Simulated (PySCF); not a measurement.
## Excitation energy of Ge²⁺ by level of theory

Ge²⁺ [Ar] 3d10 4s2 (1S) → Ge²⁺ [Ar] 3d10 4s1 5s1 (3S), as a difference of total energies. Computed with PySCF 2.14 in aug-cc-pVDZ-DK, with the spin-free X2C one-electron Hamiltonian (Gaussian nucleus). Correlated levels: valence: [Ar] 3d10 frozen. The calculations carry no spin-orbit coupling.

| method | excitation energy (eV) |
| --- | --- |
| UHF | 18.314 |
| LDA | 20.210 |
| PBE | 19.820 |
| PBE0 | 19.586 |
| r2SCAN | 19.791 |
| BHandHLYP | 19.770 |
| M06-L | 20.282 |
| r2SCANh | 19.721 |
| TPSSh | 19.561 |
| MP2 (valence) | 18.906 |
| SCS-MP2 (valence) | 19.117 |

**Question.** How much does correlation contribute at MP2 (valence)?

**Answer.** 18.906 − (18.314) = 0.592 eV, measured against UHF.

The promoted electron is Rydberg-like, and one or two diffuse shells describe it only roughly, which tends to raise the upper state.
